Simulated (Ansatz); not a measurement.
Cost and result for the atomization energy of CH5FSeSi (`C[Se][SiH2]F`) (9 atoms, 8 bonds).

```
atom    x (Å)    y (Å)    z (Å)
  C1   0.0348   0.8510   1.3273
 Se2   1.2382  -0.5194   0.6038
 Si3  -0.0069  -0.8227  -1.2553
  F4   0.6968  -1.9557  -2.1331
  H5  -0.0093   1.7113   0.6621
  H6  -0.9589   0.4386   1.4924
  H7   0.4633   1.1533   2.2807
  H8  -1.3782  -1.2756  -0.9128
  H9  -0.0799   0.4191  -2.0650
```

Charge 0, multiplicity 1. Correlated methods include outer-core shells of Se, which these sets cover unevenly. Scalar relativity is left out up to krypton. The geometry is a stationary point of PBE0-D4/def2-TZVP. It is one conformer, not always the lowest. Program: Ansatz. All runs use 4 threads of an Arm Neoverse V1 on a shared host. Times are those of one run each, without the atoms' runs, and a repeat can differ threefold. Electronic energies, without spin–orbit coupling; frozen cores. CCSD(T)/CBS adds CCSD(T) − MP2 in def2-TZVPP to the MP2 limit, and its time is that of the two runs behind it. T1 = 0.010. With those shells the extrapolation isn't a true limit. HSE06 is the plane-wave form, built on full-range PBE exchange.

CCSD(T)/CBS is a level of theory with its own doubt, some kJ/mol a heavy atom from the limit and from the frozen cores, so smaller differences don't rank the functionals.

| level | functions | wall time | atomization (kJ/mol) | difference from CCSD(T)/CBS | per bond |
| --- | --- | --- | --- | --- | --- |
| revPBE-D4/def2-TZVPP | 222 | 1.7 s | 3042.5 | -62.3 | -7.8 |
| BLYP-D4/def2-TZVPP | 222 | 1.8 s | 3065.3 | -39.5 | -4.9 |
| BHLYP-D4/def2-TZVPP | 222 | 2.8 s | 3008.7 | -96.1 | -12.0 |
| HSE06-D4/def2-TZVPP | 222 | 3 s | 3070.0 | -34.8 | -4.3 |
| r2SCAN-D4/def2-TZVPP (with forces) | 222 | 4.2 s | 3093.5 | -11.3 | -1.4 |
| B2PLYP/def2-TZVPP | 222 | 4.5 s | 3049.7 | -55.1 | -6.9 |
| CCSD(T)/def2-SVP | 103 | 4.7 s | 2873.1 | -231.7 | -29.0 |
| r2SCANh-D4/def2-TZVPP | 222 | 4.7 s | 3076.2 | -28.6 | -3.6 |
| B97M-V/def2-TZVPP | 222 | 8.5 s | 3089.3 | -15.5 | -1.9 |
| ωB97M-V/def2-TZVPP (with forces) | 222 | 9.5 s | 3084.7 | -20.1 | -2.5 |
| MP2/def2-QZVPP | 423 | 18 s | 3108.3 | 3.5 | 0.4 |
| CCSD(T)/def2-TZVPP | 222 | 120 s | 3017.7 | -87.1 | -10.9 |
| CCSD(T)/CBS(def2) | – | 2.2 min | 3104.8 | 0.0 | 0.0 |

At CCSD(T), def2-SVP lies −231.7 kJ/mol from the extrapolated value and def2-TZVPP −87.1 kJ/mol: correlation converges slowly with the basis, and small sets miss more of it in the bonded molecule than in its fragments. Leaving LDA and LC-ωPBE aside and taking each functional with its dispersion term where it has one, the values, not all of them listed here, spread over 100.7 kJ/mol, from BHLYP-D4 to PBE-D4. LDA lies +398.1 kJ/mol from PBE without D4, its usual overbinding. The D4 term adds +30.9 kJ/mol with B3LYP and +16.0 kJ/mol with PBE0; it sums over pairs of atoms, weighted by their polarisabilities, and B3LYP, whose exchange is more repulsive, gets the larger term.

B3LYP here is the variant with VWN-RPA as its local correlation; programs differ in this.

For some Ge, Se and Sn compounds the MP2-based and the directly extrapolated limit differ by 10 to 25 kJ/mol.
